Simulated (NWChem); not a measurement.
System: C2H4O3S; SMILES C=CS(=O)(=O)O

The following NWChem deck was run.

```
start job
memory heap 200 mb stack 900 mb global 1100 mb
geometry units angstroms noautoz
  C     -0.045974    -2.305954    -0.038012
  C      0.638860    -1.182133    -0.282410
  S     -0.127103     0.407931    -0.035649
  O     -1.480752     0.219896     0.495434
  O      0.159427     1.250703    -1.212476
  O      0.821339     0.993154     1.201002
  H     -1.074815    -2.254813     0.352579
  H      0.403405    -3.293941    -0.222695
  H      1.664608    -1.123091    -0.678083
  H      1.296649     1.758050     0.809626
end
basis spherical
  C library 3-21g
  S library 3-21g
  O library 3-21g
  H library 3-21g
end
dft
  xc hfexch
  iterations 150
  mulliken
end
task dft energy
```

Parts of the log:

```
             Northwest Computational Chemistry Package (NWChem) 7.3.0
             --------------------------------------------------------

 C1  symmetry detected

                             Geometry "geometry" -> ""
                             -------------------------

 Output coordinates in angstroms (scale by  1.889725989 to convert to a.u.)

  No.       Tag          Charge          X              Y              Z
 ---- ---------------- ---------- -------------- -------------- --------------
    1 C                    6.0000     0.03474852    -2.31403334     0.01901487
    2 C                    6.0000     0.73426573    -1.17531733    -0.05650433
    3 S                   16.0000    -0.10821965     0.39396213    -0.11544667
    4 O                    8.0000    -1.55385988     0.17571189    -0.00470795
    5 O                    8.0000     0.49707486     1.20769398    -1.18724185
    6 O                    8.0000     0.41247375     1.05200307     1.32232744
    7 H                    1.0000    -1.06474186    -2.28650329     0.08268210
    8 H                    1.0000     0.54228190    -3.29105742     0.01781951
    9 H                    1.0000     1.82969251    -1.09306433    -0.13050866
   10 H                    1.0000     0.96468653     1.82006355     1.05906939

 Effective nuclear repulsion energy (a.u.)     332.0829224294

  xc_inp: hfexch multiplicative factor not found.

                                 NWChem DFT Module
                                 -----------------

 Summary of "ao basis" -> "ao basis" (spherical)
 ------------------------------------------------------------------------------
       Tag                 Description            Shells   Functions and Types
 ---------------- ------------------------------  ------  ---------------------
 C                           3-21g                   5        9   3s2p
 S                           3-21g                   7       13   4s3p
 O                           3-21g                   5        9   3s2p
 H                           3-21g                   2        2   2s

            General Information
            -------------------
          SCF calculation type: DFT
          Wavefunction type:  closed shell.
          No. of atoms     :    10
          No. of electrons :    56
           Alpha electrons :    28
            Beta electrons :    28
          Charge           :     0
          Spin multiplicity:     1
          Use of symmetry is: off; symmetry adaption is: off
          Maximum number of iterations: 150
          AO basis - number of functions:    66
                     number of shells:    40
          Convergence on energy requested:  1.00D-06
          Convergence on density requested:  1.00D-05
          Convergence on gradient requested:  5.00D-04

              XC Information
              --------------
                     Hartree-Fock (Exact) Exchange  1.000

      Superposition of Atomic Density Guess
      -------------------------------------

 Sum of atomic energies:        -695.55433873

      Non-variational initial energy
      ------------------------------

 Total energy =    -698.177158
 1-e energy   =   -1619.605932
 2-e energy   =     589.345851
 HOMO         =      -0.316118
 LUMO         =       0.011559

     ---------------------------------------------
      Total Density - Mulliken Population Analysis
     ---------------------------------------------

    Atom       Charge   Shell Charges
 -----------   ------   -------------------------------------------------------
    1 C    6     6.43   1.99  0.44  1.50  1.02  1.49
    2 C    6     6.50   1.99  0.42  1.45  1.06  1.59
    3 S   16    13.30   2.00  1.95  5.87  0.89  1.70  0.22  0.68
    4 O    8     9.07   1.99  0.44  2.27  1.52  2.85
    5 O    8     9.08   1.99  0.44  2.27  1.52  2.86
    6 O    8     8.88   1.99  0.43  2.18  1.46  2.81
    7 H    1     0.75   0.41  0.34
    8 H    1     0.75   0.41  0.34
    9 H    1     0.73   0.40  0.33
   10 H    1     0.50   0.31  0.19

   convergence    iter        energy       DeltaE   RMS-Dens  Diis-err
 ---------------- ----- ----------------- --------- --------- ---------
 d= 0,ls=0.0,diis     1   -696.0433368404 -1.03D+03  2.73D-02  1.65D+00
 d= 0,ls=0.0,diis     2   -696.1878617392 -1.45D-01  1.01D-02  7.12D-01
 d= 0,ls=0.0,diis     3   -696.2549664356 -6.71D-02  1.62D-03  1.16D-02
 d= 0,ls=0.0,diis     4   -696.2568601680 -1.89D-03  7.63D-04  2.10D-03
 d= 0,ls=0.0,diis     5   -696.2572541285 -3.94D-04  3.70D-04  2.28D-04
  Resetting Diis
 d= 0,ls=0.0,diis     6   -696.2573195738 -6.54D-05  1.65D-04  2.58D-05
 d= 0,ls=0.0,diis     7   -696.2573285534 -8.98D-06  3.62D-05  3.56D-06
 d= 0,ls=0.0,diis     8   -696.2573290995 -5.46D-07  1.45D-05  1.43D-06
 d= 0,ls=0.0,diis     9   -696.2573292854 -1.86D-07  1.63D-05  1.84D-07
 d= 0,ls=0.0,diis    10   -696.2573293598 -7.44D-08  2.52D-06  1.25D-08

         Total DFT energy =     -696.257329359804
      One electron energy =    -1617.599088550443
           Coulomb energy =      650.702559680254
    Exchange-Corr. energy =      -61.443722919027
 Nuclear repulsion energy =      332.082922429412

 Numeric. integr. density =        0.000000000000

                       DFT Final Molecular Orbital Analysis
                       ------------------------------------

 Vector   26  Occ=2.000000D+00  E=-4.711428D-01
              MO Center= -2.3D-01,  5.6D-01, -5.5D-01, r^2= 2.8D+00
   Bfn.  Coefficient  Atom+Function         Bfn.  Coefficient  Atom+Function
  ----- ------------  ---------------      ----- ------------  ---------------
    47      0.429432   5 O  px               43      0.351056   5 O  px
    40     -0.338059   4 O  pz               36     -0.279335   4 O  pz
    29      0.186063   3 S  px               38      0.176647   4 O  px
    17     -0.145422   2 C  py               15     -0.138040   2 C  s
    49      0.128872   5 O  pz               34      0.118663   4 O  px

 Vector   27  Occ=2.000000D+00  E=-4.628669D-01
              MO Center= -3.4D-01,  1.0D-01, -2.0D-01, r^2= 3.3D+00
   Bfn.  Coefficient  Atom+Function         Bfn.  Coefficient  Atom+Function
  ----- ------------  ---------------      ----- ------------  ---------------
    15      0.349586   2 C  s                39      0.319475   4 O  py
    17      0.296285   2 C  py               48      0.290850   5 O  py
    35      0.279569   4 O  py               16     -0.252873   2 C  px
    44      0.240016   5 O  py               30      0.225996   3 S  py
    13      0.175613   2 C  py               40     -0.170528   4 O  pz

 Vector   28  Occ=2.000000D+00  E=-4.415665D-01
              MO Center=  3.5D-01, -1.3D+00, -1.2D-01, r^2= 2.6D+00
   Bfn.  Coefficient  Atom+Function         Bfn.  Coefficient  Atom+Function
  ----- ------------  ---------------      ----- ------------  ---------------
    18      0.371124   2 C  pz               14      0.326054   2 C  pz
     9      0.303860   1 C  pz                5      0.277121   1 C  pz
    48     -0.177956   5 O  py               44     -0.147143   5 O  py
    40     -0.128347   4 O  pz               36     -0.107158   4 O  pz
    15     -0.097979   2 C  s                47      0.092962   5 O  px

 Vector   29  Occ=0.000000D+00  E= 9.433068D-02
              MO Center=  2.6D-01, -1.5D+00, -2.6D-03, r^2= 2.8D+00
   Bfn.  Coefficient  Atom+Function         Bfn.  Coefficient  Atom+Function
  ----- ------------  ---------------      ----- ------------  ---------------
     9      0.709914   1 C  pz               18     -0.578628   2 C  pz
     5      0.321287   1 C  pz               14     -0.253834   2 C  pz
    55      0.238275   6 O  s                31     -0.218129   3 S  pz
    27     -0.169313   3 S  pz               58     -0.144891   6 O  pz
    48      0.141102   5 O  py               46     -0.136404   5 O  s

 Vector   30  Occ=0.000000D+00  E= 2.036789D-01
              MO Center=  3.5D-01,  4.9D-01,  4.6D-01, r^2= 3.9D+00
   Bfn.  Coefficient  Atom+Function         Bfn.  Coefficient  Atom+Function
  ----- ------------  ---------------      ----- ------------  ---------------
    28      0.719765   3 S  s                55     -0.708517   6 O  s
    66      0.647663  10 H  s                15     -0.530962   2 C  s
    58      0.385481   6 O  pz               60      0.365187   7 H  s
    62     -0.355385   8 H  s                 7      0.352403   1 C  px
    24      0.336391   3 S  s                27      0.285604   3 S  pz

 Vector   31  Occ=0.000000D+00  E= 2.300470D-01
              MO Center=  6.5D-01, -8.2D-01, -1.2D-01, r^2= 4.4D+00
   Bfn.  Coefficient  Atom+Function         Bfn.  Coefficient  Atom+Function
  ----- ------------  ---------------      ----- ------------  ---------------
    64      1.138516   9 H  s                 6     -0.957243   1 C  s
    15     -0.908392   2 C  s                17     -0.603940   2 C  py
    62      0.597938   8 H  s                30     -0.541448   3 S  py
    28      0.530980   3 S  s                16     -0.506954   2 C  px
    37     -0.395528   4 O  s                38     -0.296761   4 O  px

     ---------------------------------------------
      Total Density - Mulliken Population Analysis
     ---------------------------------------------

    Atom       Charge   Shell Charges
 -----------   ------   -------------------------------------------------------
    1 C    6     6.34   1.99  0.40  1.55  0.99  1.41
    2 C    6     6.76   1.99  0.37  1.57  1.08  1.75
    3 S   16    13.92   2.00  1.96  5.88  1.15  2.32  0.06  0.55
    4 O    8     8.75   1.99  0.43  2.04  1.59  2.71
    5 O    8     8.78   1.99  0.43  2.04  1.59  2.74
    6 O    8     8.76   1.99  0.42  2.07  1.53  2.75
    7 H    1     0.70   0.45  0.25
    8 H    1     0.73   0.46  0.27
    9 H    1     0.69   0.45  0.24
   10 H    1     0.57   0.40  0.17

     -------------------------------------------
      Total Density - Lowdin Population Analysis
     -------------------------------------------

    Atom       Charge   Shell Charges
 -----------   ------   -------------------------------------------------------
    1 C    6     6.09   1.98  0.43  1.47  0.59  1.63
    2 C    6     6.39   1.98  0.44  1.54  0.62  1.81
    3 S   16    14.35   2.00  1.94  5.81  0.84  2.10  0.45  1.22
    4 O    8     8.67   1.98  0.61  2.04  1.16  2.86
    5 O    8     8.69   1.98  0.61  2.04  1.17  2.88
    6 O    8     8.54   1.98  0.59  2.06  1.10  2.80
    7 H    1     0.85   0.44  0.41
    8 H    1     0.87   0.45  0.42
    9 H    1     0.85   0.44  0.41
   10 H    1     0.71   0.41  0.30

     Multipole analysis of the density
     ---------------------------------

     L   x y z        total         alpha         beta         nuclear
     -   - - -        -----         -----         ----         -------
     0   0 0 0     -0.000000    -28.000000    -28.000000     56.000000

     1   1 0 0      1.271793      0.635896      0.635896      0.000000
     1   0 1 0     -1.195410     -0.597705     -0.597705     -0.000000
     1   0 0 1      0.439542      0.219771      0.219771     -0.000000

     2   2 0 0    -32.901377    -73.211387    -73.211387    113.521398
     2   1 1 0      1.149377      0.301955      0.301955      0.545468
     2   1 0 1      1.651799      0.182793      0.182793      1.286213
     2   0 2 0    -24.198106   -162.504214   -162.504214    300.810322
     2   0 1 1      2.996348     -0.074531     -0.074531      3.145410
     2   0 0 2    -36.960570    -66.056341    -66.056341     95.152112
```

Level: Hartree-Fock/3-21G. All runs use the structure optimised with PBE-D3(BJ)/def2-SVP.
